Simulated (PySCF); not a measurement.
# Mayer bond orders and bond lengths

Compound: C₆H₈N₃P.
Numbering: `[CH3:1][CH:2]([CH3:3])[n:4]1[cH:5][p:6][c:7]([C:8]#[N:9])[n:10]1` (hydrogens: H11, H12, H13 on C1; H14 on C2; H15, H16, H17 on C3; H18 on C5)

Structure used (GFN2-xTB), in Å, numbered top down from 1:
```xyz
18
C6H8N3P angstrom
C     -1.6628   -0.1706   -1.1259
C     -1.1297    0.0166    0.2921
C     -1.1636    1.4832    0.7138
N      0.2397   -0.4614    0.3515
C      0.6856   -1.4479    1.1476
P      2.3714   -1.7492    0.9588
C      2.3156   -0.4410   -0.2452
C      3.4332    0.0006   -0.9692
N      4.3750    0.3273   -1.5371
N      1.1287    0.1044   -0.4221
H     -1.0488    0.3934   -1.8235
H     -2.6876    0.1838   -1.1879
H     -1.6395   -1.2209   -1.4091
H     -1.7116   -0.5885    0.9955
H     -0.7886    1.5994    1.7284
H     -2.1823    1.8575    0.6738
H     -0.5425    2.0702    0.0419
H     -0.0010   -1.9507    1.8048
```

Bond orders from the PBE0/pcSseg-1 density (PySCF). One conformer (not necessarily the lowest) at the GFN2-xTB geometry, without solvent, vibrations or thermal averaging.

(1) How far do the computed orders between heavy atoms stray from the drawn ones?

(2) Give the Mayer order of every bond, beside its length.

## Answers

(1) The largest departure is 0.331, at P6–C7 (drawn aromatic, 1.169), counting aromatic bonds as 1.5. Drawn single, order below 0.88: C2–N4 (0.852). The bonds drawn aromatic range from 1.17 to 1.44.

(2) 
```
  bond  drawn as  length (Å)  Mayer order
 C1–C2    single       1.526        1.029
 C2–C3    single       1.526        1.029
 C2–N4    single       1.452        0.852
 N4–C5  aromatic       1.344        1.226
 C5–P6  aromatic       1.723        1.401
 P6–C7  aromatic       1.779        1.169
 C7–C8    single       1.403        1.025
 C8–N9    triple       1.147        3.026
C7–N10  aromatic       1.318        1.443
N10–N4  aromatic       1.307        1.210
C1–H11    single       1.087        0.952
C1–H12    single       1.086        0.961
C1–H13    single       1.088        0.962
C2–H14    single       1.095        0.939
C3–H15    single       1.088        0.962
C3–H16    single       1.086        0.961
C3–H17    single       1.087        0.952
C5–H18    single       1.075        0.946
```

By pair of heavy elements: C–C: all 3 within 0.02 of one another (1.025 to 1.029). C–N: lowest C2–N4 (0.852, 1.452 Å), highest C8–N9 (3.026, 1.147 Å). C–P: lowest P6–C7 (1.169, 1.779 Å), highest C5–P6 (1.401, 1.723 Å).

Sum the orders of all bonds at each heavy atom with more than one neighbour and set the sums beside the valence in the SMILES.

C1 3.904 (drawn 4), C2 3.849 (drawn 4), C3 3.904 (drawn 4), N4 3.288 (drawn 3), C5 3.573 (drawn 4), P6 2.570 (drawn 3), C7 3.637 (drawn 4), C8 4.051 (drawn 4), N10 2.653 (drawn 3). Orders between atoms that aren't bonded are not in these sums.

The Mayer order sums products of elements of PS (density times overlap matrix) between the two atoms' basis functions, so it depends on the basis set.
